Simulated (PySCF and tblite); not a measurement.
Values are calculated unless marked as measured or tabulated.
C₁₁H₈OS, numbered as in [O:1]=[C:2]([c:3]1[cH:4][cH:5][cH:6][cH:7][cH:8]1)[c:9]1[cH:10][cH:11][cH:12][s:13]1.

Level: PBE0-D3(BJ)/6-31G*//GFN2-xTB, thermal terms from GFN2-xTB, symmetry numbers and mirror pairs counted. Conformers within 1.5 kcal/mol (GFN2-xTB free energy) were kept, 10 at most. GIAO shieldings: PBE0/6-31G*. Shifts are against TMS (¹H), TMS (¹³C) at the same level. (PySCF 2.14, tblite 0.8.)

(1) What shifts does this protocol give at 298.15 K under fast conformational exchange?

(2) How do the conformers differ?

(3) Which signal moves most, for its nucleus, between 150 and 500 K through the change of populations alone?

Shifts are unscaled: against experiment ¹³C can be off by 15 ppm or more and ¹H by 0.8 ppm.

## Answers

(1) ¹H: 7.94 (H4/H8, 2H), 7.69 (H6, 1H), 7.60 (H5/H7, 2H), 7.43 (H12, 1H), 7.39 (H10, 1H), 7.04 (H11, 1H) ppm. ¹³C: 179.4 (C2), 144.7 (C9), 133.4 (C3), 132.1 (C12), 128.2 (C10), 125.4 (C6), 124.8 (C4/C8), 122.1 (C5/C7), 119.8 (C11) ppm.

(2) Torsions listed: O1–C2–C3–C4, O1–C2–C9–S13. Of a mirror pair one member is shown.
```tsv
conformer	shape	weight %
1	139°, -15°	91.9
2	41°, -166°	8.1
```

| signal | 1 | 2 | average |
| --- | --- | --- | --- |
| H4/H8 | 7.94 | 7.95 | 7.94 |
| H5/H7 | 7.61 | 7.56 | 7.60 |
| H6 | 7.69 | 7.65 | 7.69 |
| H10 | 7.32 | 8.21 | 7.39 |
| H11 | 7.02 | 7.21 | 7.04 |
| H12 | 7.45 | 7.28 | 7.43 |
| C2 | 179.5 | 178.8 | 179.4 |
| C3 | 133.3 | 135.0 | 133.4 |
| C4/C8 | 124.8 | 124.3 | 124.8 |
| C5/C7 | 122.1 | 121.9 | 122.1 |
| C6 | 125.5 | 125.3 | 125.4 |
| C9 | 145.0 | 141.0 | 144.7 |
| C10 | 128.2 | 127.9 | 128.2 |
| C11 | 119.7 | 120.7 | 119.8 |
| C12 | 132.2 | 131.3 | 132.1 |

(3) H10: 7.33 ppm at 150 K, 7.36 ppm at 220 K, 7.38 ppm at 273.15 K, 7.39 ppm at 298.15 K, 7.49 ppm at 500 K.
